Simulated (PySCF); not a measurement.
GeH₃ISi, neutral, multiplicity 1. Atoms are numbered in the order given.

```xyz
6

Ge     1.0115    -0.9569     0.0000
I     -0.2209     1.3121     0.0000
Si    -1.1334    -2.2426     0.0000
H     -0.9041    -3.7358     0.0000
H     -1.9455    -1.8950    -1.2235
H     -1.9455    -1.8950     1.2235
```

The structure is a stationary point at PBE-D3(BJ)/def2-SVP. The structure was generated by enumeration; whether it is a known compound was not checked. The def2 effective core potentials stand for the cores of I; spin–orbit coupling is left out.

These are TDDFT-PBE/def2-SVPD run with PySCF values and carry that method's errors.

Vertical excitations. The molecule is in vacuum. State labels are in the subgroup Cs.

Task: List the lowest excited states. (Estimate from the structure and the level; the computed values follow.)

Result: 
| state | symmetry | energy (eV) | λ (nm) | f | main pairs |
|---|---|---|---|---|---|
| S1 | A" | 1.64 | 758 | 0.001 | HOMO→LUMO 100 % |
| S2 | A" | 2.97 | 417 | 0.001 | HOMO−1→LUMO 99 % |
| S3 | A' | 3.41 | 364 | 0.037 | HOMO−2→LUMO 93 % |
| S4 | A" | 3.66 | 339 | 0.000 | HOMO−3→LUMO 98 % |
| S5 | A' | 3.81 | 325 | 0.021 | HOMO→LUMO+1 96 % |
| S6 | A" | 4.41 | 281 | 0.003 | HOMO−5→LUMO 99 % |
| S7 | A' | 4.54 | 273 | 0.006 | HOMO−4→LUMO 94 % |
| S8 | A" | 5.16 | 240 | 0.002 | HOMO−2→LUMO+1 100 % |
| S9 | A' | 5.16 | 240 | 0.037 | HOMO−1→LUMO+1 61 %, HOMO→LUMO+2 29 % |
| S10 | A' | 5.27 | 235 | 0.073 | HOMO→LUMO+2 41 %, HOMO−1→LUMO+1 29 %, HOMO→LUMO+3 21 % |
| T1 | A" | 1.10 | 1131 | 0 | HOMO→LUMO 99 % |
| T2 | A' | 2.55 | 487 | 0 | HOMO−2→LUMO 100 % |
| T3 | A" | 2.63 | 472 | 0 | HOMO−1→LUMO 98 % |
| T4 | A" | 3.22 | 385 | 0 | HOMO−3→LUMO 98 % |
Triplets are in the Tamm–Dancoff approximation, which puts them higher than full response would, so one can lie above its singlet here.
